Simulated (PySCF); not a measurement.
Si(F)(OH)2(SH) (FH₃O₂SSi), SMILES O[Si](O)(F)S. Atoms are numbered in the order given.

```xyz
8

O      0.1292    -0.2293     1.8078
Si     0.1397    -0.2845     0.1591
O      1.6818    -0.6223    -0.2911
F     -0.8742    -1.4478    -0.3523
S     -0.5401     1.5075    -0.7635
H     -0.6974     0.0332     2.2364
H      2.1884    -1.1694     0.3273
H     -1.4257     0.8412    -1.5375
```
Charge 0, spin multiplicity 1.

Geometry: TPSSh-D3(BJ)/def2-SVP. Other conformers were not sampled.

Computed with PySCF with HF/def2-TZVP.

Isolated molecule, no solvent.

```json
{
 "total_energy": "-937.73223 hartree",
 "highest_occupied_level": "-10.85 eV",
 "lowest_empty_level": "3.14 eV",
 "orbital_gap": "13.99 eV",
 "dipole_moment": "1.57 D",
 "quadrupole, principal values (traceless, Buckingham form, about the centre of nuclear charge)": "-7.81, 0.89, 6.92 D·Å",
 "mean_static_polarisability": "42.5 bohr³ (6.30 Å³)",
 "polarisability_principal_values": "38.6, 39.0, 49.8 bohr³"
}
```
